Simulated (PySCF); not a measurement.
## Multinuclear NMR of C$_{4}$H$_{2}$N$_{4}$

Geometry:
```
atom   x (Å)   y (Å)   z (Å)
  N1   3.284   0.180  -0.017
  C2   2.161  -0.037  -0.008
  C3   0.756  -0.257   0.002
  C4  -0.144   0.813  -0.022
  C5  -1.480   0.437  -0.007
  N6  -1.838  -0.839   0.022
  N7  -0.941  -1.767   0.041
  N8   0.316  -1.521   0.034
  H9   0.183   1.840  -0.048
 H10  -2.287   1.157  -0.019
```

Computational details: B3LYP/pcJ-1 coupling constants (spin–dipole term only in couplings to heteroatoms), GFN2-xTB structure, shielding tensors at PBE0/pcSseg-1 (GIAO), in PySCF 2.14 (non-relativistic, single conformer, in vacuum).

What are the $^{15}$N shifts?

## Answers


```csv
atoms,environment,σ (ppm),δ (ppm)
N7,pyridine-type ring nitrogen,-273.7,104.1
N6,pyridine-type ring nitrogen,-181.5,19.2
N8,pyridine-type ring nitrogen,-178.9,16.7
N1,nitrile nitrogen,-68.8,-84.7
```

Shieldings were converted by a linear fit to measured shifts: $^{15}$N: δ = -148.07 − 0.921σ (rms 6.3 ppm, 71 shifts vs CH3NO2, solution or neat liquid). Occasional misses reach two or three times the rms, and more in compound classes unlike the fitted ones. Couplings are scaled by factors fitted to measured values: $^{3}J$(H,H) × 0.92 (rms 0.5 Hz); all others are unscaled and can be 10–30 % off.

Couplings (the largest are listed; each averaged over equivalent pairs): $^{1}J$(N6,N7) = -28.6 Hz, $^{1}J$(N7,N8) = -28.6 Hz, $^{1}J$(N1,C2) = -22.3 Hz, $^{1}J$(C5,N6) = 10.6 Hz, $^{1}J$(C3,N8) = 9.8 Hz, $^{2}J$(N6,H10) = -12.9 Hz, $^{2}J$(C2,N8) = -11.0 Hz, $^{2}J$(C3,N7) = 3.0 Hz, $^{2}J$(C5,N7) = 2.7 Hz, $^{2}J$(N6,N8) = 2.5 Hz, $^{2}J$(N1,C3) = 2.5 Hz, $^{3}J$(C3,N6) = -13.7 Hz. Signs are for $^{15}$N, whose magnetogyric ratio is negative.

On a 400 MHz spectrometer $^{15}$N resonates near 40.5 MHz, so 1 ppm is 40.5 Hz.
